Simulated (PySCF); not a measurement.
Working out the ionisation energy of Xe

Xe [Xe] (1S) → Xe⁺ [Kr] 4d10 5s2 5p5 (2P). All numbers are calculated (PySCF 2.14, scalar relativity by spin-free X2C-1e, in x2c-TZVPPall (8s6p4d2f, 60 functions)). Frozen: [Ar] 3d10. Energies in hartree (1 hartree = 27.21139 eV):

| part | Xe (lower) | Xe⁺ (upper) |
| --- | --- | --- |
| UHF | -7443.465191 | -7443.041000 |
| MP2 opposite-spin | -0.412508 | -0.392050 |
| MP2 same-spin | -0.235779 | -0.223552 |

What does Hartree-Fock give?

(-7443.041000) − (-7443.465191) = 0.424191 hartree = 11.543 eV.

What do MP2 and SCS-MP2 (6/5 opposite-spin, 1/3 same-spin) give?

The opposite-spin parts differ by 0.557 eV and the same-spin parts by 0.333 eV. MP2: 11.543 + (0.557) + (0.333) = 12.433 eV. SCS-MP2: 11.543 + 1.2 × (0.557) + (0.333)/3 = 12.322 eV.

Measured between the centres of the two terms (NIST): 12.565 eV, so MP2 (valence and next inner shell) is off by -0.132 eV.

What remains against the reference includes basis incompleteness, the frozen core and correlation beyond second order.
